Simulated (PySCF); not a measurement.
# Calculated properties of `[SiH2]c1cc(ccc1)CF` [radical]

C7H8FSi (doublet state).
Numbering: `[F:1][CH2:2][c:3]1[cH:4][cH:5][cH:6][c:7]([SiH2:8])[cH:9]1` (hydrogens: H10, H11 on C2; H12 on C4; H13 on C5; H14 on C6; H15, H16 on Si8; H17 on C9)

**GFN2-xTB geometry**

- Rotational constants A, B, C of the GFN2-xTB geometry: 3.133, 0.762, 0.615 GHz

**UKS B3LYP, pcH-1 on C F H Si, non-relativistic, mean-field spin-orbit, GIAO (PySCF)**

* Isotropic g value: 2.00357
* Principal g values: 2.00218, 2.00373, 2.00480
* Spin squared ⟨S²⟩: 0.760
* Largest Mulliken spin population: 0.97 on Si8
* Largest isotropic hyperfine couplings (means over sets of like nuclei): 29Si -184.6 (Si8), 1H -35.2 (H15/H16), 13C -19.5 (C7), 13C +11.8 (C9), 13C +11.2 (C4) MHz

Monoisotopic mass (most abundant isotopes): 139.0379 u.

With B = h/(8π²I), that is 505.379 GHz u Å² over I, the principal moments of inertia are 161.3, 663.3 and 821.2 u Å² (most abundant isotopes). The rotational constants make it an asymmetric top with κ = (2B − A − C)/(A − C) = -0.88, nearer the prolate limit (−1). g_iso is shifted by about +1250 ppm from the free-electron value 2.002319; the principal values span 0.0026. ⟨S²⟩ is 0.010 above the pure-spin value S(S + 1) = 0.75.

Geometry: GFN2-xTB, one conformer, isolated molecule. Hyperfine couplings depend on the geometry, which wasn't re-optimised at a DFT level.

Conformer computed: `[F:1][CH2:2][c:3]1[cH:4][cH:5][cH:6][c:7]([SiH2:8])[cH:9]1`: F1–C2–C3–C4 1°.
